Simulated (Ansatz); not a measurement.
`F[SiH2]S[SiH](F)F`. Charge 0, multiplicity 1.

Z-matrix (Å, degrees):
```
Si
S 1 2.135
F 1 1.592 2 110.4
H 1 1.476 2 106.3 3 116.8
H 1 1.477 2 110.5 3 -119.7
Si 2 2.107 1 98.8 3 91.0
F 6 1.584 2 111.1 1 72.3
F 6 1.585 2 110.7 1 -45.1
H 6 1.469 2 110.0 1 -166.9
```

What are the harmonic wavenumbers in cm⁻¹ at PBE0-D4/def2-TZVP (Ansatz, finite differences of forces, unscaled)? (Estimate.)

The calculation gave: 32, 49, 103, 198, 248, 285, 357, 498, 536, 616, 746, 815, 829, 868, 882, 928, 951, 960, 2269, 2284, 2314.

Is this a minimum?

Yes, all 21 modes are real.

Give the ideal-gas thermochemistry at 298.15 K and 1 bar (rigid rotor, harmonic oscillator; point group C1, symmetry number 1).

Zero-point energy 100.3 kJ/mol; H(298) − E = 124.3 kJ/mol; entropy 389.9 J/(mol·K), of which translation 171.2, rotation 120.7, vibration 98.0; G(298) − E = 8.0 kJ/mol. Modes under 100 cm⁻¹ are hindered rotations or soft bends, so the harmonic entropy is rough.

And at 400, 500, 600, 800 and 1000 K?


```
T (K)  H − E (kJ/mol)  S (J/mol/K)  G − E (kJ/mol)
  400           137.5        427.8           -33.6
  500           152.0        460.2           -78.1
  600           167.7        488.8          -125.6
  800           201.5        537.3          -228.3
 1000           237.5        577.4          -339.9
```
